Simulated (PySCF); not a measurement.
# Rubidium: a sound run and one with changed settings

Sound run: Rb [Kr] 5s1, Rb⁺ [Kr]. Computed with PySCF 2.14 in def2-SVP with the def2 core potential (28 electrons) (5s3p2d, 24 functions), with a scalar-relativistic core potential. The sound run starts from symmetry-adapted Hartree-Fock orbitals and uses a fine grid where one is needed.

Changed run: initial guess minao, at most 3 SCF cycles. This setting is unsound on purpose.

| species | method | sound run (hartree) | changed run (hartree) | converged |
| --- | --- | --- | --- | --- |
| Rb | UHF | -23.80237 | -23.80234 | no |
| Rb | M06-2X | -24.02224 | -24.02221 | no |
| Rb | BP86 | -24.12183 | -24.12182 | no |
| Rb⁺ | UHF | -23.66254 | -23.66254 | no |
| Rb⁺ | M06-2X | -23.87088 | -23.87087 | no |
| Rb⁺ | BP86 | -23.96270 | -23.96270 | no |

The SCF was stopped early; the energies are upper bounds that still move, and correlated levels were skipped or rest on poor orbitals.
